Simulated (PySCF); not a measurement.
HI, charge -1, doublet, at the geometry of the source list (a state made from the parent by changing its charge; the spin is typed, not shown lowest) (all electrons, no relativity) (in this run its highest filled SCF level lies above zero, so its values depend strongly on the basis, on diffuse functions most of all); HF/STO-3G (PySCF).

Here is a job for PySCF.
```python
from pyscf import gto, scf

mol = gto.Mole()
mol.atom = '''
    I     0.78500000    0.00000000    0.00000000
    H    -0.78500000    0.00000000    0.00000000
'''
mol.basis = 'sto-3g'
mol.charge = -1
mol.spin = 1
mol.verbose = 4
mol.build()

mf = scf.UHF(mol)
mf.kernel()
mf.analyze()
```

Question: Predict the main parts of the log of this PySCF run.

Answer: 
```
PySCF version 2.14.0

[INPUT] verbose = 4
[INPUT] num. atoms = 2
[INPUT] num. electrons = 55
[INPUT] charge = -1
[INPUT] spin (= nelec alpha-beta = 2S) = 1
[INPUT] symmetry False subgroup None
[INPUT] Mole.unit = angstrom
[INPUT] Symbol           X                Y                Z      unit          X                Y                Z       unit  Magmom
[INPUT]  1 I      0.785000000000   0.000000000000   0.000000000000 AA    1.483435007784   0.000000000000   0.000000000000 Bohr   0.0
[INPUT]  2 H     -0.785000000000   0.000000000000   0.000000000000 AA   -1.483435007784   0.000000000000   0.000000000000 Bohr   0.0

nuclear repulsion = 17.8639440629045
number of shells = 12
number of NR pGTOs = 84
number of NR cGTOs = 28
basis = sto-3g
ecp = {}

******** <class 'pyscf.scf.uhf.UHF'> ********
method = UHF
initial guess = minao
damping factor = 0
level_shift factor = 0
DIIS = <class 'pyscf.scf.diis.CDIIS'>
diis_start_cycle = 1
diis_space = 8
diis_damp = 0
SCF conv_tol = 1e-09
SCF conv_tol_grad = None
SCF max_cycles = 50
direct_scf = True
direct_scf_tol = 1e-13
number electrons alpha = 28  beta = 27
Set gradient conv threshold to 3.16228e-05
init E= -6829.00874220529
cycle= 1 E= -6850.91726771836  delta_E= -21.9  |g|= 0.0461  |ddm|= 2.16
cycle= 2 E= -6850.91774167732  delta_E= -0.000474  |g|= 0.00421  |ddm|= 0.0268
cycle= 3 E= -6850.91775534219  delta_E= -1.37e-05  |g|= 0.000887  |ddm|= 0.00668
cycle= 4 E= -6850.91775661999  delta_E= -1.28e-06  |g|= 0.000127  |ddm|= 0.00276
cycle= 5 E= -6850.91775664513  delta_E= -2.51e-08  |g|= 7.98e-06  |ddm|= 0.000418
cycle= 6 E= -6850.91775664518  delta_E= -5.18e-11  |g|= 4.01e-07  |ddm|= 1.61e-05
Extra cycle  E= -6850.91775664518  delta_E= 3.64e-12  |g|= 9.22e-08  |ddm|= 9.36e-07
converged SCF energy = -6850.91775664518  <S^2> = 0.75  2S+1 = 2
**** SCF Summaries ****
Total Energy =                       -6850.917756645178997
Nuclear Repulsion Energy =              17.863944062904459
One-electron Energy =                -9499.273308513864322
Two-electron Energy =                 2630.491607805781314
Two-electron Coulomb Energy =         2805.732393192612108
DFT Exchange-Correlation Energy =     -175.240785386830794
**** MO energy ****
                             alpha | beta                alpha | beta
MO #1   energy= -1163.98068007318  | -1163.98001625699  occ= 1 | 1
MO #2   energy= -176.724880132778  | -176.724178358018  occ= 1 | 1
MO #3   energy= -168.006841316965  | -168.005743813485  occ= 1 | 1
MO #4   energy= -168.006003606648  | -168.005743813485  occ= 1 | 1
MO #5   energy= -168.006003606647  | -168.00534790473   occ= 1 | 1
MO #6   energy= -35.1775487315919  | -35.1763374703325  occ= 1 | 1
MO #7   energy= -32.1140826988773  | -32.1118443018812  occ= 1 | 1
MO #8   energy= -32.1118312551054  | -32.1112485507662  occ= 1 | 1
MO #9   energy= -32.1118312551053  | -32.111248550766   occ= 1 | 1
MO #10  energy= -22.929166405779   | -22.9279373657502  occ= 1 | 1
MO #11  energy= -22.9285980869388  | -22.9279373657501  occ= 1 | 1
MO #12  energy= -22.9285980869387  | -22.9279006340742  occ= 1 | 1
MO #13  energy= -22.9274986484906  | -22.9271163648053  occ= 1 | 1
MO #14  energy= -22.9274986484905  | -22.9271163648052  occ= 1 | 1
MO #15  energy= -6.13636151604412  | -6.13299893797156  occ= 1 | 1
MO #16  energy= -4.74349344903856  | -4.73709480037055  occ= 1 | 1
MO #17  energy= -4.73522333013214  | -4.73331063946179  occ= 1 | 1
MO #18  energy= -4.73522333013208  | -4.73331063946175  occ= 1 | 1
MO #19  energy= -1.55003382769319  | -1.54447361741803  occ= 1 | 1
MO #20  energy= -1.54311715045857  | -1.54085121204128  occ= 1 | 1
MO #21  energy= -1.54311715045857  | -1.54085121204128  occ= 1 | 1
MO #22  energy= -1.53801059934247  | -1.53684169912078  occ= 1 | 1
MO #23  energy= -1.53801059934238  | -1.53684169912068  occ= 1 | 1
MO #24  energy= -0.396383289165248 | -0.336777401152798 occ= 1 | 1
MO #25  energy= -0.160884339437136 | -0.0332713156767647 occ= 1 | 1
MO #26  energy= 0.0312764426442058 | 0.0500723468338636 occ= 1 | 1
MO #27  energy= 0.0312764426442189 | 0.0500723468339077 occ= 1 | 1
MO #28  energy= 0.324471592678174  | 0.858364856358171  occ= 1 | 0

To work with the spin densities directly, `use mulliken_meta_spin()` only printing them here.

 ** Mulliken spin pop alpha/beta on meta-lowdin orthogonal AOs **
 ** Mulliken Spin Density (per AO)  **
spin_pop of  0 I 1s        0.00000
spin_pop of  0 I 2s        0.00000
spin_pop of  0 I 3s        0.00002
spin_pop of  0 I 4s        0.00000
spin_pop of  0 I 5s        0.06717
spin_pop of  0 I 2px       0.00000
spin_pop of  0 I 2py       0.00000
spin_pop of  0 I 2pz       0.00000
spin_pop of  0 I 3px       0.00002
spin_pop of  0 I 3py       0.00000
spin_pop of  0 I 3pz      -0.00000
spin_pop of  0 I 4px       0.00003
spin_pop of  0 I 4py       0.00000
spin_pop of  0 I 4pz       0.00000
spin_pop of  0 I 5px       0.28192
spin_pop of  0 I 5py      -0.00000
spin_pop of  0 I 5pz      -0.00000
spin_pop of  0 I 3dxy     -0.00000
spin_pop of  0 I 3dyz     -0.00000
spin_pop of  0 I 3dz^2     0.00000
spin_pop of  0 I 3dxz      0.00000
spin_pop of  0 I 3dx2-y2    0.00000
spin_pop of  0 I 4dxy     -0.00000
spin_pop of  0 I 4dyz     -0.00000
spin_pop of  0 I 4dz^2     0.00040
spin_pop of  0 I 4dxz      0.00000
spin_pop of  0 I 4dx2-y2    0.00120
spin_pop of  1 H 1s        0.64923
 ** Mulliken Spin Density (per atom)  **
spin density of  0 I =      0.35077
spin density of  1 H =      0.64923
 ** Mulliken pop alpha/beta on meta-lowdin orthogonal AOs **
 ** Mulliken pop       alpha | beta **
pop of  0 I 1s        1.00000 | 1.00000
pop of  0 I 2s        1.00000 | 1.00000
pop of  0 I 3s        1.00000 | 0.99998
pop of  0 I 4s        1.00000 | 1.00000
pop of  0 I 5s        1.00000 | 0.93283
pop of  0 I 2px       1.00000 | 1.00000
pop of  0 I 2py       1.00000 | 1.00000
pop of  0 I 2pz       1.00000 | 1.00000
pop of  0 I 3px       1.00000 | 0.99998
pop of  0 I 3py       1.00000 | 1.00000
pop of  0 I 3pz       1.00000 | 1.00000
pop of  0 I 4px       1.00000 | 0.99997
pop of  0 I 4py       1.00000 | 1.00000
pop of  0 I 4pz       1.00000 | 1.00000
pop of  0 I 5px       1.00000 | 0.71808
pop of  0 I 5py       1.00000 | 1.00000
pop of  0 I 5pz       1.00000 | 1.00000
pop of  0 I 3dxy      1.00000 | 1.00000
pop of  0 I 3dyz      1.00000 | 1.00000
pop of  0 I 3dz^2     1.00000 | 1.00000
pop of  0 I 3dxz      1.00000 | 1.00000
pop of  0 I 3dx2-y2    1.00000 | 1.00000
pop of  0 I 4dxy      1.00000 | 1.00000
pop of  0 I 4dyz      1.00000 | 1.00000
pop of  0 I 4dz^2     1.00000 | 0.99960
pop of  0 I 4dxz      1.00000 | 1.00000
pop of  0 I 4dx2-y2    1.00000 | 0.99880
pop of  1 H 1s        1.00000 | 0.35077
In total            28.00000 | 27.00000
 ** Mulliken atomic charges   ( Nelec_alpha | Nelec_beta ) **
charge of  0I =     -0.64923  (    27.00000     26.64923 )
charge of  1H =     -0.35077  (     1.00000      0.35077 )

WARN: System has nonzero charge -1; the dipole moment is origin-dependent.
Location of origin: [0. 0. 0.]

Dipole moment(X, Y, Z, Debye): -2.22571,  0.00000, -0.00000
```
